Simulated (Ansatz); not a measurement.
Molecule: dimethoxyborinic acid, C2H7BO3, charge 0, multiplicity 1. 
Coordinates optimised at B3LYP-D3(BJ)/def2-TZVP (Ansatz, a program for electronic structure):
```
B
O 1 1.3628
O 1 1.3664 2 120.29
O 1 1.3724 2 120.36 3 180.00
H 4 0.9620 1 111.99 2 -180.00
C 3 1.4232 1 120.68 2 0.00
H 6 1.0887 3 107.37 1 -180.00
H 6 1.0917 7 109.39 3 120.58
H 6 1.0917 7 109.39 8 118.84
C 2 1.4235 1 120.70 3 -180.00
H 10 1.0887 2 107.36 1 180.00
H 10 1.0916 11 109.39 2 -120.56
H 10 1.0916 11 109.39 12 -118.88
```

Basis-set convergence of Hartree-Fock and CCSD(T) correlation energies (hartree) with Ansatz. Valence correlation only, unless marked. Spin-orbit coupling is left out. No relativistic terms.

```csv
basis,functions,E(HF),"E(corr, CCSD(T))"
aug-cc-pVDZ,201,-329.27589,-1.04477
aug-cc-pVTZ,437,___,___
```

Problem. What belongs in the gaps?

Solution. 
- aug-cc-pVTZ, E(HF): -329.36724
- aug-cc-pVTZ, E(corr, CCSD(T)): -1.25449
